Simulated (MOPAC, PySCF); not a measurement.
C₂H₈OSi, SMILES `CC[SiH2]O` (C–C–Si–O torsion -58°, C–Si–O–H torsion -73°), neutral singlet in the gas phase. 

Z-matrix (Å, degrees):
```
C
H 1 1.0967
H 1 1.0971 2 105.59
C 1 1.5265 2 110.51 3 -119.71
H 4 1.0925 1 111.27 2 -63.08
H 4 1.0928 5 107.67 1 -122.77
H 4 1.0931 5 107.16 6 -115.40
Si 1 1.8686 2 108.52 3 114.92
O 8 1.6532 1 112.42 2 65.30
H 9 0.9575 8 117.53 1 -73.15
H 8 1.4850 9 104.88 10 167.02
H 8 1.4927 11 109.62 9 118.55
```
Charge 0, multiplicity 1.

All levels are single points at this geometry (PBE0-D4/def2-TZVP); Pople sets use spherical d functions. Orbital energies aren't observables, and empty levels follow the basis.

PBE0-D4/def2-TZVP in PySCF gives gap (eV) = 8.49.

Q: Estimate the gap (eV) from each of these levels: B3LYP/6-311+G** in PySCF; BP86/6-31G* in PySCF; PBE/6-31G* in PySCF; HF/6-31G* in PySCF; HF/STO-3G in PySCF; AM1 in MOPAC; PM6 in MOPAC; PM7 in MOPAC.

A: 
| level | gap (eV) |
|---|---|
| B3LYP/6-311+G** in PySCF | 7.47 |
| BP86/6-31G* in PySCF | 6.64 |
| PBE/6-31G* in PySCF | 6.51 |
| HF/6-31G* in PySCF | 15.61 |
| HF/STO-3G in PySCF | 22.29 |
| AM1 in MOPAC | 11.94 |
| PM6 in MOPAC | 10.40 |
| PM7 in MOPAC | 11.88 |
